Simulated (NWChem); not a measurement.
**Correlation energy of C2HF2**

```
C
F 1 1.3105
C 1 1.3116 2 124.80
F 1 1.3164 2 110.00 3 180.00
H 3 1.0831 1 140.00 2 180.00
```
Charge 0, spin multiplicity 2.

All runs are NWChem calculations. All single points use one geometry, from UPBE0/def2-SVP, a minimum by its harmonic frequencies.

Basis set: cc-pVDZ. Each correlation energy counts from its own Hartree-Fock reference.

The correlated methods keep 4 core orbitals frozen. The structure started from a generated list of species. The unpaired electrons of the parent sit in orbitals of symmetry a' (Cs labels of the run); other states weren't searched. No SCF solution was tested for a lower state. Open-shell Hartree-Fock references start from PBE0 orbitals. Coupled-cluster values serve here as a point of comparison, not as the truth.

| method | correlation energy (mHa) | remark |
|---|---|---|
| URI-MP2 | -587.2 | spin-contaminated |
| UMP2 | -587.1 | spin-contaminated |
| SCS-UMP2 | -565.9 | spin-contaminated |
| CCSD on UHF | -617.2 | spin-contaminated |
| CCSD[T] on UHF | -634.5 | spin-contaminated |
| CCSD(T) on UHF | (withheld) | spin-contaminated |
| CCSD on ROHF | (withheld) | - |
| CCSD[T] on ROHF | (withheld) | - |
| CCSD(T) on ROHF | -640.8 | - |

Problem. Some entries are withheld; supply them.

Solution. 
- CCSD(T) on UHF, correlation energy (mHa): -632.9
- CCSD on ROHF, correlation energy (mHa): -624.7
- CCSD[T] on ROHF, correlation energy (mHa): -642.2
